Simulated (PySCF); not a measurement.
Si(Cl)(F)2(OAc) (C2H3ClF2O2Si), SMILES CC(O[Si](F)(F)Cl)=O.

Geometry: ωB97X-D3(BJ)/def2-SVP. One conformer was computed; it need not be the lowest.

Method: TDA-ωB97X/def2-SVPD run with PySCF.

Vertical excitations. Isolated molecule, no solvent.

| state | energy (eV) | λ (nm) | f | main pairs |
|---|---|---|---|---|
| S1 | 5.89 | 211 | 0.001 | HOMO→LUMO 93 % |
| S2 | 8.56 | 145 | 0.029 | HOMO→LUMO+1 55 %, HOMO−1→LUMO 16 %, HOMO−3→LUMO 9 % |
| S3 | 8.83 | 140 | 0.023 | HOMO−4→LUMO 56 %, HOMO−2→LUMO 19 % |
| S4 | 8.94 | 139 | 0.142 | HOMO−1→LUMO 31 %, HOMO→LUMO+1 16 %, HOMO→LUMO+2 13 %, HOMO−3→LUMO 13 % |
| S5 | 9.14 | 136 | 0.051 | HOMO−2→LUMO+1 49 %, HOMO−2→LUMO+2 11 % |
| S6 | 9.17 | 135 | 0.056 | HOMO−1→LUMO+1 49 %, HOMO−3→LUMO 9 %, HOMO−1→LUMO+2 7 % |
| T1 | 5.36 | 231 | 0 | HOMO→LUMO 92 % |
| T2 | 6.40 | 194 | 0 | HOMO−3→LUMO 50 %, HOMO−1→LUMO 35 % |
Triplets are in the Tamm–Dancoff approximation.
